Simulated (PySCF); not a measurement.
# Electron correlation in Br⁺ (bromine, charge +1)

[Ar] 3d10 4s2 4p3 4d1, high-spin 5D determinant (an excited configuration). Computed with PySCF 2.14 in aug-cc-pVTZ-PP with ECP10MDF (6s5p4d2f, 55 functions), with a scalar-relativistic core potential. Frozen: 3s2 3p6 3d10; 6 electrons correlated.

MP2 pair energies summed by pair of shells (mhartree):

```csv
pair,energy,share (%)
4s-4p,-48.44,55.0
4p-4p,-14.22,16.2
4s-4s,-8.77,10.0
4p-4d,-8.73,9.9
4s-4d,-7.84,8.9
```

Total MP2 correlation energy: -88.01 mhartree.

Same-spin part -26.94 and opposite-spin part -61.07 mhartree; SCS-MP2 scales them by 1/3 and 6/5 to -82.26 mhartree.
